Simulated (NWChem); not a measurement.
System: C5H8; SMILES C1CC(C)=C1

```xyz
13

C      0.0040    -1.9726    -0.0081
C      0.0617    -0.4818    -0.0159
C      1.0343     0.4345    -0.1574
C      0.1069     1.6277    -0.0216
C     -1.0356     0.5637     0.1447
H      0.9966    -2.4130    -0.1532
H     -0.6551    -2.3494    -0.8024
H     -0.4007    -2.3501     0.9412
H      2.1082     0.3594    -0.3142
H      0.0123     2.2694    -0.9067
H      0.2693     2.2686     0.8543
H     -1.8000     0.5786    -0.6431
H     -1.5430     0.5779     1.1181
```
Atoms are numbered in this order, from 1.

Level: B3LYP/6-31G* (spherical d) (NWChem), optimised geometry, unscaled harmonic frequencies. 

### Question
List the harmonic frequencies with IR intensities, and the thermochemistry.

### Answer
| frequency (cm⁻¹) | IR intensity (km/mol) |
|---|---|
| 168 | 0.2 |
| 223 | 1.7 |
| 318 | 1.0 |
| 401 | 5.7 |
| 657 | 0.3 |
| 756 | 10.6 |
| 887 | 2.9 |
| 891 | 10.7 |
| 918 | 2.9 |
| 981 | 2.6 |
| 1009 | 5.2 |
| 1016 | 1.9 |
| 1072 | 1.5 |
| 1132 | 0.4 |
| 1183 | 0.1 |
| 1219 | 2.9 |
| 1229 | 1.4 |
| 1254 | 2.2 |
| 1324 | 11.5 |
| 1438 | 0.4 |
| 1502 | 0.2 |
| 1507 | 7.0 |
| 1515 | 7.3 |
| 1523 | 1.2 |
| 1723 | 7.2 |
| 3028 | 29.4 |
| 3041 | 61.4 |
| 3048 | 55.9 |
| 3075 | 19.2 |
| 3077 | 2.6 |
| 3092 | 71.5 |
| 3115 | 22.4 |
| 3193 | 25.4 |

* **zero-point energy**: 72.2 kcal/mol
* **thermal correction to the enthalpy at 298.15 K (with zero-point energy)**: 76.1 kcal/mol
* **heat capacity Cv**: 18.9 cal/(mol K)
* **entropy at 298.15 K and 1 atm (symmetry number 1)**: 72.0 cal/(mol K)
* **dipole moment**: 0.37 D

Rigid rotor and harmonic oscillator.
